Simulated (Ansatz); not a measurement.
Cost and result up the ladder for Ge3Cl (4 atoms). Charge 0, multiplicity 2. Geometry: r2SCAN-D4/def2-SVP.

Cartesian coordinates in Å:
```
Ge 0.621 1.697 0.655
Ge 1.989 -0.382 0.129
Ge -0.265 -0.445 -0.187
Cl -2.345 -0.869 -0.597
```

Ansatz on 4 threads of Arm Neoverse V2 on a shared host. Times are rough, and most runs start from the orbitals of an earlier one. PBE0-D4/def2-TZVP serves as the yardstick here, not as an exact answer. Differences are given only for rows in sets of like size (and for xTB, whose basis is part of the method), since another set adds its own error. Binding counts from free atoms at the same level (Ge triplet, Cl doublet; other spins of the atoms weren't run), without zero-point energy or a counterpoise term.

Correlated methods freeze 32 core orbitals; core or outer-core shells of Ge are correlated, in sets that lack core-valence functions. The rows differ in basis, and correlated rows in double-zeta sets carry the largest basis error. Another isomer (doublet) lies 0.17 eV lower at PBE0-D4/def2-TZVP; other spin states weren't run for this one.

Correlated methods converge slowly with the basis, most of all in double-zeta sets.

```tsv
level	functions	wall time	binding energy per atom (eV)	difference from PBE0-D4/def2-TZVP (eV)
PBE-D4/def2-TZVP (with forces)	181	2.8 s	2.58	0.14
PBE0-D4/def2-TZVP	181	6 s	2.44	0.00
r2SCAN-D4/def2-TZVP	181	7.5 s	2.50	0.07
r2SCANh-D4/def2-TZVP	181	10 s	2.45	0.02
PBE-QIDH/def2-TZVP	181	11 s	2.40	-0.04
CCSD(T)/def2-SVP	114	26 s	2.06	–
```
